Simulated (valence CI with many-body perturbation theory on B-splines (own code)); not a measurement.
# Valence orbitals of Rh12+

Method: relativistic CI+MBPT: five valence electrons over a frozen Dirac-Fock core [Ar] 3d10, a basis of 11 s, 11 p, 10 d, 8 f, 5 g, 2 h functions for each j, with the one-electron correlation potential Σ1 (screened to all orders), the two-electron term Σ2, the three-electron term Σ3, Breit, model QED; selected single and double excitations, second order for the rest, scaled by the run's own slope (own B-spline code, finite nucleus).

No measured levels were compared; by estimate levels hold to about 250 cm⁻¹ or 0.2 % of their energy and the worst to 1 %, as in measured heavy ions of charge 2 to 7; those with d or f electrons hold less well. Among the levels kept, up to 2500 cm⁻¹ of a level comes from second order outside the variational space, and about a tenth of that is noise between levels of different J, which matters for small intervals.

These are the spectroscopic orbitals of the CI (the correlating ones are not listed), shaped by the core and the other valence electrons. h is the expectation value of the core's Dirac-Fock operator, without the valence repulsion; Σ1 is computed up to l = 3 at one energy for each symmetry, that of its lowest orbital but kept below the first core excitation, so for empty shells it is not the orbital's own correlation shift; Breit and QED include the response of the core.

| Orbital | h (hartree) | Σ1 (cm⁻¹) | Breit (cm⁻¹) | QED (cm⁻¹) | ⟨r⟩ (bohr) |
| --- | --- | --- | --- | --- | --- |
| 4s1/2 | -15.204 | -10612 | 1145 | 894 | 0.8965 |
| 5s1/2 | -8.5002 | -3122 | 428 | 334 | 1.657 |
| 6s1/2 | -5.4273 | -1367 | 202 | 159 | 2.659 |
| 7s1/2 | -3.7696 | -737 | 113 | 89.3 | 3.884 |
| 8s1/2 | -2.771 | -446 | 70.1 | 55.2 | 5.338 |
| 9s1/2 | -2.1227 | -291 | 46.3 | 36.5 | 7.024 |
| 4p1/2 | -13.905 | -9964 | 1725 | -50.4 | 0.9325 |
| 5p1/2 | -7.9049 | -3005 | 647 | -18.7 | 1.745 |
| 6p1/2 | -5.1155 | -1378 | 321 | -9.2 | 2.785 |
| 7p1/2 | -3.5856 | -760 | 184 | -5.3 | 4.051 |
| 8p1/2 | -2.6535 | -467 | 115 | -3.3 | 5.547 |
| 9p1/2 | -2.0432 | -308 | 76.9 | -2.2 | 7.274 |
| 4p3/2 | -13.677 | -9377 | 1069 | 32.2 | 0.9502 |
| 5p3/2 | -7.807 | -2880 | 404 | 12.2 | 1.769 |
| 6p3/2 | -5.0646 | -1330 | 208 | 6.1 | 2.814 |
| 7p3/2 | -3.5557 | -737 | 119 | 3.5 | 4.086 |
| 8p3/2 | -2.6345 | -454 | 74.8 | 2.2 | 5.588 |
| 9p3/2 | -2.0303 | -300 | 50.0 | 1.5 | 7.321 |
| 4d3/2 | -11.543 | -8211 | 489 | -46.9 | 1.028 |
| 5d3/2 | -6.8339 | -2744 | 199 | -18.5 | 1.942 |
| 6d3/2 | -4.549 | -1365 | 107 | -9.8 | 3.062 |
| 7d3/2 | -3.2487 | -787 | 63.8 | -5.8 | 4.412 |
| 8d3/2 | -2.4368 | -498 | 41.1 | -3.7 | 5.992 |
| 4d5/2 | -11.501 | -8068 | 241 | -25.9 | 1.034 |
| 5d5/2 | -6.8152 | -2706 | 96.7 | -10.2 | 1.948 |
| 6d5/2 | -4.5389 | -1347 | 51.8 | -5.4 | 3.070 |
| 7d5/2 | -3.2427 | -777 | 30.9 | -3.2 | 4.421 |
| 8d5/2 | -2.4329 | -491 | 19.9 | -2.1 | 6.003 |
| 4f5/2 | -9.2719 | -6198 | 49.3 | -9.4 | 1.142 |
| 5f5/2 | -5.8447 | -2385 | 27.8 | -5.4 | 2.149 |
| 6f5/2 | -4.0207 | -1224 | 16.5 | -3.3 | 3.365 |
| 7f5/2 | -2.932 | -719 | 10.4 | -2.1 | 4.810 |
| 4f7/2 | -9.2693 | -6140 | -20.2 | -6.4 | 1.143 |
| 5f7/2 | -5.8429 | -2358 | -11.3 | -3.9 | 2.150 |
| 6f7/2 | -4.0195 | -1209 | -6.7 | -2.4 | 3.366 |
| 7f7/2 | -2.9313 | -710 | -4.2 | -1.5 | 4.811 |
| 5g7/2 | -5.524 |  | -0.1 | -0.4 | 2.062 |
| 6g7/2 | -3.8387 |  | -0.1 | -0.3 | 3.312 |
| 7g7/2 | -2.8182 |  | 0.0 | -0.2 | 4.797 |
| 5g9/2 | -5.5234 |  | -1.1 | 0.2 | 2.062 |
| 6g9/2 | -3.8383 |  | -1.1 | 0.1 | 3.312 |
| 7g9/2 | -2.8179 |  | -0.8 | 0.0 | 4.797 |
| 6h9/2 | -3.7967 |  |  |  | 2.992 |
| 6h11/2 | -3.7965 |  |  |  | 2.992 |

Among the shells of the start configuration 4s2 4p3, Σ1 is largest in size for 4s1/2, where it is 0.32 % of h.

Lowest root of each symmetry, sizes in configuration state functions:

| J | Parity | Roots | Reference | Variational | Second order | Change by selected CI (cm⁻¹) | Change by second order (cm⁻¹) |
| --- | --- | --- | --- | --- | --- | --- | --- |
| 1/2 | even | 11 | 101 | 31899 | 1456943 | -8264 | -247 |
| 3/2 | even | 15 | 164 | 31805 | 2522953 | -7531 | -603 |
| 5/2 | even | 13 | 173 | 32000 | 3285073 | -7438 | -705 |
| 7/2 | even | 6 | 132 | 31986 | 4283880 | -9207 | -833 |
| 9/2 | even | 3 | 85 | 31521 | 3794149 | -9732 | -755 |
| 1/2 | odd | 23 | 81 | 31982 | 1814126 | -11580 | -537 |
| 3/2 | odd | 32 | 131 | 31886 | 3177020 | -8935 | -681 |
| 5/2 | odd | 34 | 130 | 31846 | 3926652 | -8937 | -1235 |
| 7/2 | odd | 28 | 98 | 31920 | 5141028 | -10573 | -704 |
| 9/2 | odd | 15 | 50 | 31997 | 4686409 | -10610 | -629 |
| 11/2 | odd | 5 | 19 | 32014 | 5135813 | -16172 | -1022 |
